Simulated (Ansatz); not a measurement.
Ansatz (a program for electronic structure) input (B3LYP-D3(BJ)/def2-TZVP):

Ansatz 0.2 input:
```yaml
crystal:
  periodic: [false, false, false]
  atoms:
    - {symbol: Se, position_ang: [-0.00001182, 0.05762557, 0.00169855]}
    - {symbol: H, position_ang: [-1.06697200, -0.97993617, -0.02607717]}
    - {symbol: H, position_ang: [1.06737402, -0.97933327, -0.03167343]}
basis:
  gaussian:
    orbitals: def2-TZVP
hamiltonian:
  xc: b3lyp
  dispersion: d3bj
total_charge: 1
magnetization: {spin_polarized: true, initial_magnetization: 1}
phonons: {temperatures: {t_min: 298.15, t_max: 298.15, t_step: 100}}
```

Output:

```
Functional definition: B3LYP
integrals: 0.01 GiB planned
452 factors; integrals over basis functions are off by at most 2.6e-4 eV
mean field: 0.19 GiB planned
mean field evaluation 1: about -65372.7932 eV, gradient 1.0e1 eV
mean field evaluation 2: about -65373.1628 eV, gradient 8.5e0 eV
mean field evaluation 4: about -65373.3666 eV, gradient 1.8e-1 eV
mean field evaluation 8: about -65373.3733 eV, gradient 2.2e-2 eV
mean field -65373.37334005 eV, -2402.4271585830 hartree, gradient 7.7e-5 eV, S^2 0.753277; 0 other end points of the search recorded, 0 dependent functions left out
the calculation of the forces begins
reference -65373.37350676 eV, -2402.4271647095 hartree; 18, 17 occupied and 42, 43 virtual orbitals, 452 factors
these checks for a lower state are left out or cut short: stability, starts, cluster_reference, orbital_swaps, neighbouring_geometries, increment
integrals: 0.01 GiB planned
452 factors; integrals over basis functions are off by at most 2.6e-4 eV
mean field: 0.19 GiB planned
mean field evaluation 16: about -65373.3664 eV, gradient 9.0e-2 eV
mean field -65373.37329616 eV, -2402.4271569698 hartree, gradient 6.0e-7 eV, S^2 0.753273; 0 other end points of the search recorded, 0 dependent functions left out
the calculation of the forces begins
reference -65373.37346284 eV, -2402.4271630953 hartree; 18, 17 occupied and 42, 43 virtual orbitals, 452 factors
these checks for a lower state are left out or cut short: stability, starts, cluster_reference, orbital_swaps, neighbouring_geometries, increment
integrals: 0.01 GiB planned
452 factors; integrals over basis functions are off by at most 2.6e-4 eV
mean field: 0.19 GiB planned
mean field -65373.37329347 eV, -2402.4271568711 hartree, gradient 7.0e-7 eV, S^2 0.753281; 0 other end points of the search recorded, 0 dependent functions left out
the calculation of the forces begins
reference -65373.37346021 eV, -2402.4271629986 hartree; 18, 17 occupied and 42, 43 virtual orbitals, 452 factors
these checks for a lower state are left out or cut short: stability, starts, cluster_reference, orbital_swaps, neighbouring_geometries, increment
integrals: 0.01 GiB planned
452 factors; integrals over basis functions are off by at most 2.6e-4 eV
mean field: 0.19 GiB planned
mean field evaluation 32: about -65373.3733 eV, gradient 1.2e-5 eV
mean field -65373.37330819 eV, -2402.4271574121 hartree, gradient 3.0e-6 eV, S^2 0.753273; 0 other end points of the search recorded, 0 dependent functions left out
the calculation of the forces begins
reference -65373.37347488 eV, -2402.4271635377 hartree; 18, 17 occupied and 42, 43 virtual orbitals, 452 factors
these checks for a lower state are left out or cut short: stability, starts, cluster_reference, orbital_swaps, neighbouring_geometries, increment
integrals: 0.01 GiB planned
452 factors; integrals over basis functions are off by at most 2.6e-4 eV
mean field: 0.19 GiB planned
mean field -65373.37330579 eV, -2402.4271573239 hartree, gradient 2.2e-6 eV, S^2 0.753280; 0 other end points of the search recorded, 0 dependent functions left out
the calculation of the forces begins
reference -65373.37347253 eV, -2402.4271634513 hartree; 18, 17 occupied and 42, 43 virtual orbitals, 452 factors
these checks for a lower state are left out or cut short: stability, starts, cluster_reference, orbital_swaps, neighbouring_geometries, increment
integrals: 0.01 GiB planned
452 factors; integrals over basis functions are off by at most 2.6e-4 eV
mean field: 0.19 GiB planned
mean field -65373.37332112 eV, -2402.4271578873 hartree, gradient 1.6e-6 eV, S^2 0.753275; 0 other end points of the search recorded, 0 dependent functions left out
the calculation of the forces begins
reference -65373.37348783 eV, -2402.4271640136 hartree; 18, 17 occupied and 42, 43 virtual orbitals, 452 factors
these checks for a lower state are left out or cut short: stability, starts, cluster_reference, orbital_swaps, neighbouring_geometries, increment
integrals: 0.01 GiB planned
452 factors; integrals over basis functions are off by at most 2.6e-4 eV
mean field: 0.19 GiB planned
mean field -65373.37332325 eV, -2402.4271579654 hartree, gradient 1.5e-6 eV, S^2 0.753279; 0 other end points of the search recorded, 0 dependent functions left out
the calculation of the forces begins
reference -65373.37348996 eV, -2402.4271640921 hartree; 18, 17 occupied and 42, 43 virtual orbitals, 452 factors
Total energy: -65373.41700112 eV, -2402.4287630978 hartree
Atom 0 at    -0.000012     0.057626     0.001699 Å, force     0.000000    -0.000909    -0.000027 eV/Å
Atom 1 at    -1.066972    -0.979936    -0.026077 Å, force     0.000198     0.000454     0.000013 eV/Å
Atom 2 at     1.067374    -0.979333    -0.031673 Å, force    -0.000198     0.000454     0.000014 eV/Å
Dipole moment:     0.000058    -0.280611    -0.008271 e Å
Vibrations: 1046.31 2336.05 2340.54 cm⁻¹, zero-point energy 0.354774 eV
```
